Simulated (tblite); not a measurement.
Compound: C8H13P.
Z-matrix (Å and degrees, GFN2-xTB geometry), rows numbered from 1:
```
C 
C   1  1.3248
C   2  1.4627  1  123.53
C   3  1.5108  2  121.89  1  -148.48
C   4  1.5093  3  120.44  2     2.36
P   4  1.8546  3   66.98  2  -109.29
C   6  1.8494  3   98.86  4    94.52
C   7  1.5030  6  119.53  3  -113.82
C   8  1.4926  7   60.19  6  -106.40
H   1  1.0780  2  121.73  3     0.76
H   1  1.0758  2  121.92  3  -179.52
H   2  1.0813  1  119.99  3   178.82
H   3  1.0879  2  113.43  1    -3.32
H   4  1.0875  3  114.12  6  -108.51
H   5  1.0875  4  111.24  3   -52.22
H   5  1.0904  4  110.39  3    68.29
H   5  1.0885  4  110.11  3  -172.01
H   7  1.0854  6  115.07  3    34.32
H   8  1.0805  7  118.24  9  -108.67
H   8  1.0808  7  118.05  9   107.82
H   9  1.0798  7  118.50  8   108.81
H   9  1.0805  7  117.78  8  -107.72
```

Level: GFN2-xTB in tblite, geometry and Hessian alike; calculated harmonic values, unscaled, isolated species. The method is semi-empirical: single wavenumbers can be off by several per cent or more. One conformer, not necessarily the lowest.

Harmonic wavenumbers (cm⁻¹): 25.4, 72.9, 99.4, 132.9, 166.1, 210.2, 223.4, 270.9, 286.2, 329.6, 392.1, 475.5, 608.8, 660.1, 689.0, 707.4, 807.0, 828.5, 867.9, 872.0, 943.7, 960.2, 966.3, 987.2, 989.9, 1014.2, 1028.0, 1045.1, 1067.6, 1071.6, 1076.4, 1085.5, 1152.9, 1158.0, 1210.6, 1223.0, 1246.7, 1302.3, 1323.0, 1328.4, 1409.0, 1420.5, 1437.0, 1479.9, 1488.8, 1495.9, 1686.6, 2978.2, 2989.7, 2996.8, 2999.2, 3024.3, 3034.2, 3067.5, 3072.8, 3075.0, 3080.1, 3095.8, 3098.3, 3131.9.

A = 2473, B = 826.4, C = 699.7 MHz; mass 140.075 u (most abundant isotopes); point group C1, symmetry number 1.

Task: Zero-point energy?

Result: Half the sum of the wavenumbers: 40484 cm⁻¹ = 115.75 kcal/mol.

Task: Entropy at 350 K, 1 bar (ideal gas, RRHO, classical rotation)?

Result: Translation 41.55, rotation 30.28, vibration 38.52: S = 110.3 cal/(mol K).

Task: And Cp and H(350 K) − H(0)?

Result: Cp = 47.69 cal/(mol K), of which vibrations give 39.74 (their classical limit is 60 R = 119.2); H(350 K) − H(0) = 9.67 kcal/mol without the zero-point energy, 6.89 from vibrations.

Task: Which modes carry the vibrational entropy at 350 K?

Result: 25.4 cm⁻¹: 6.48; 72.9 cm⁻¹: 4.39; 99.4 cm⁻¹: 3.78; 132.9 cm⁻¹: 3.21; 166.1 cm⁻¹: 2.78; 210.2 cm⁻¹: 2.34 cal/(mol K); the other 54 give 15.53 together.

Task: How do the functions run with temperature in this model?

Result: 
```json
{"T (K)": "50", "S (cal/(mol K))": "60.7", "Cp (cal/(mol K))": "13.8", "H − H(0) (kcal/mol)": "0.53", "G − H(0) (kcal/mol)": "-2.51", "ln q(vib)": "0.88"}
{"T (K)": "100", "S (cal/(mol K))": "72.2", "Cp (cal/(mol K))": "20.0", "H − H(0) (kcal/mol)": "1.38", "G − H(0) (kcal/mol)": "-5.85", "ln q(vib)": "2.29"}
{"T (K)": "298.15", "S (cal/(mol K))": "103.2", "Cp (cal/(mol K))": "41.4", "H − H(0) (kcal/mol)": "7.37", "G − H(0) (kcal/mol)": "-23.41", "ln q(vib)": "8.01"}
{"T (K)": "373.15", "S (cal/(mol K))": "113.5", "Cp (cal/(mol K))": "50.4", "H − H(0) (kcal/mol)": "10.81", "G − H(0) (kcal/mol)": "-31.53", "ln q(vib)": "10.13"}
{"T (K)": "500", "S (cal/(mol K))": "130.2", "Cp (cal/(mol K))": "63.8", "H − H(0) (kcal/mol)": "18.09", "G − H(0) (kcal/mol)": "-47.00", "ln q(vib)": "13.73"}
{"T (K)": "750", "S (cal/(mol K))": "159.8", "Cp (cal/(mol K))": "82.2", "H − H(0) (kcal/mol)": "36.52", "G − H(0) (kcal/mol)": "-83.34", "ln q(vib)": "20.73"}
{"T (K)": "1000", "S (cal/(mol K))": "185.2", "Cp (cal/(mol K))": "94.1", "H − H(0) (kcal/mol)": "58.66", "G − H(0) (kcal/mol)": "-126.55", "ln q(vib)": "27.34"}
```

q(vib) and H(0) count from the zero-point level.

Task: What must be added to the electronic energy to get the Gibbs energy at 350 K and 1 bar?

Result: ZPE + [H(350 K) − H(0)] − T·S = 115.75 + 9.67 − 38.62 = 86.80 kcal/mol.

Task: Blend soft modes into free rotors: weight 1/[1 + (100 cm⁻¹/ν̃)⁴] for the oscillator and the rest for a rotor with moment μB/(μ + B), μ = h/(8π²ν), B = 10⁻⁴⁴ kg m². What vibrational entropy results?

Result: 35.07 cal/(mol K) in place of 38.52, which changes −T·S at 350 K by +1.21 kcal/mol.

Hindered rotation and anharmonicity are outside this model. Other conformers, if any are populated, would add a mixing term that is left out. The structure is chiral; the term R ln 2 for an equal mix with its mirror image is left out.
